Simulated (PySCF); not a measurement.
neopentane (C5H12), singlet, geometry from GFN2-xTB; HF/STO-3G (PySCF).

PySCF was given this input:
```python
from pyscf import gto, scf

mol = gto.Mole()
mol.atom = '''
    C    -0.342155   -0.440932    1.424642
    C     0.000000   -0.000000    0.000000
    C     0.140297    1.523020   -0.042687
    C    -1.116514   -0.436182   -0.950914
    C     1.318372   -0.645907   -0.431040
    H    -1.277917    0.008553    1.749940
    H    -0.446243   -1.522623    1.475778
    H     0.441015   -0.139505    2.116951
    H     0.383913    1.856752   -1.049057
    H    -0.788353    2.001456    0.260981
    H     0.930579    1.853398    0.627991
    H    -2.063690    0.013373   -0.660635
    H    -1.232017   -1.517803   -0.934797
    H    -0.891425   -0.131331   -1.970672
    H     1.238762   -1.730619   -0.407259
    H     2.126021   -0.347501    0.233913
    H     1.579354   -0.344148   -1.443135
'''
mol.basis = 'sto-3g'
mol.charge = 0
mol.spin = 0
mol.verbose = 4
mol.build()

mf = scf.RHF(mol)
mf.init_guess = '1e'
mf.kernel()
```

It wrote (shortened):

```
PySCF version 2.14.0

[INPUT] verbose = 4
[INPUT] num. atoms = 17
[INPUT] num. electrons = 42
[INPUT] charge = 0
[INPUT] spin (= nelec alpha-beta = 2S) = 0
[INPUT] symmetry False subgroup None
[INPUT] Mole.unit = angstrom
[INPUT] Symbol           X                Y                Z      unit          X                Y                Z       unit  Magmom
[INPUT]  1 C     -0.342155000000  -0.440932000000   1.424642000000 AA   -0.646579242151  -0.833240719557   2.692183205553 Bohr   0.0
[INPUT]  2 C      0.000000000000   0.000000000000   0.000000000000 AA    0.000000000000   0.000000000000   0.000000000000 Bohr   0.0
[INPUT]  3 C      0.140297000000   1.523020000000  -0.042687000000 AA    0.265122906098   2.878090682235  -0.080666739079 Bohr   0.0
[INPUT]  4 C     -1.116514000000  -0.436182000000  -0.950914000000 AA   -2.109905674243  -0.824264520465  -1.796967028015 Bohr   0.0
[INPUT]  5 C      1.318372000000  -0.645907000000  -0.431040000000 AA    2.491362010295  -1.220587331939  -0.814547548733 Bohr   0.0
[INPUT]  6 H     -1.277917000000   0.008553000000   1.749940000000 AA   -2.414913139926   0.016162827543   3.306907334421 Bohr   0.0
[INPUT]  7 H     -0.446243000000  -1.522623000000   1.475778000000 AA   -0.843277055004  -2.877340460964   2.788816240658 Bohr   0.0
[INPUT]  8 H      0.441015000000  -0.139505000000   2.116951000000 AA    0.833397566825  -0.263626243007   4.000457609124 Bohr   0.0
[INPUT]  9 H      0.383913000000   1.856752000000  -1.049057000000 AA    0.725490425660   3.508752761238  -1.982430419058 Bohr   0.0
[INPUT] 10 H     -0.788353000000   2.001456000000   0.260981000000 AA   -1.489771259479   3.782203690367   0.493182613715 Bohr   0.0
[INPUT] 11 H      0.930579000000   1.853398000000   0.627991000000 AA    1.758539447272   3.502414619817   1.186730998692 Bohr   0.0
[INPUT] 12 H     -2.063690000000   0.013373000000  -0.660635000000 AA   -3.899808906004   0.025271307464  -1.248419218302 Bohr   0.0
[INPUT] 13 H     -1.232017000000  -1.517803000000  -0.934797000000 AA   -2.328174710808  -2.868231981043  -1.766510312065 Bohr   0.0
[INPUT] 14 H     -0.891425000000  -0.131331000000  -1.970672000000 AA   -1.684549110590  -0.248179621665  -3.724030361349 Bohr   0.0
[INPUT] 15 H      1.238762000000  -1.730619000000  -0.407259000000 AA    2.340920913518  -3.270395935969  -0.769607971764 Bohr   0.0
[INPUT] 16 H      2.126021000000  -0.347501000000   0.233913000000 AA    4.017597425074  -0.656681718012   0.442031506975 Bohr   0.0
[INPUT] 17 H      1.579354000000  -0.344148000000  -1.443135000000 AA    2.984546513736  -0.650345466317  -2.727129910774 Bohr   0.0

nuclear repulsion = 199.27094055107
number of shells = 27
number of NR pGTOs = 111
number of NR cGTOs = 37
basis = sto-3g
ecp = {}

******** <class 'pyscf.scf.hf.RHF'> ********
method = RHF
initial guess = 1e
damping factor = 0
level_shift factor = 0
DIIS = <class 'pyscf.scf.diis.CDIIS'>
diis_start_cycle = 1
diis_space = 8
diis_damp = 0
SCF conv_tol = 1e-09
SCF conv_tol_grad = None
SCF max_cycles = 50
direct_scf = True
direct_scf_tol = 1e-13
Set gradient conv threshold to 3.16228e-05
Initial guess from hcore.
  HOMO = -12.6465988979943  LUMO = -11.8321582190127  gap/eV = 22.16206
init E= -168.886682790324
  HOMO = 1.26236575268146  LUMO = 1.33857689583488  gap/eV = 2.07381
cycle= 1 E= -178.526525387541  delta_E= -9.64  |g|= 3.45  |ddm|= 21.8
  HOMO = -0.939187235380498  LUMO = -0.657772327210988  gap/eV = 7.65769
cycle= 2 E= -185.991537539135  delta_E= -7.47  |g|= 4.28  |ddm|= 17.6
  HOMO = -0.509672830018765  LUMO = 0.206106662445834  gap/eV = 19.47735
cycle= 3 E= -192.986714993592  delta_E=   -7  |g|= 1.84  |ddm|= 6.53
  HOMO = -0.462072638316865  LUMO = 0.539994749081108  gap/eV = 27.26764
cycle= 4 E= -193.972133492233  delta_E= -0.985  |g|= 0.479  |ddm|= 2.09
  HOMO = -0.410114483211242  LUMO = 0.596683454396274  gap/eV = 27.39637
cycle= 5 E= -194.041863566687  delta_E= -0.0697  |g|= 0.107  |ddm|= 0.55
  HOMO = -0.406828167235266  LUMO = 0.603253230895897  gap/eV = 27.48571
cycle= 6 E= -194.045451140739  delta_E= -0.00359  |g|= 0.0116  |ddm|= 0.155
  HOMO = -0.411746748773059  LUMO = 0.603366844181471  gap/eV = 27.62265
cycle= 7 E= -194.045491939011  delta_E= -4.08e-05  |g|= 0.00176  |ddm|= 0.0151
  HOMO = -0.41173658043743  LUMO = 0.603009859231652  gap/eV = 27.61266
cycle= 8 E= -194.045492963336  delta_E= -1.02e-06  |g|= 0.000188  |ddm|= 0.00274
  HOMO = -0.411740375042161  LUMO = 0.602959882756697  gap/eV = 27.61140
cycle= 9 E= -194.045492974696  delta_E= -1.14e-08  |g|= 9.71e-06  |ddm|= 0.000313
  HOMO = -0.411742043181343  LUMO = 0.602960144399601  gap/eV = 27.61145
cycle= 10 E= -194.045492974735  delta_E= -3.85e-11  |g|= 3.9e-07  |ddm|= 1.95e-05
  HOMO = -0.411742008698203  LUMO = 0.602960223209244  gap/eV = 27.61145
Extra cycle  E= -194.045492974736  delta_E= -1.25e-12  |g|= 8.88e-08  |ddm|= 5.7e-07
converged SCF energy = -194.045492974736
```
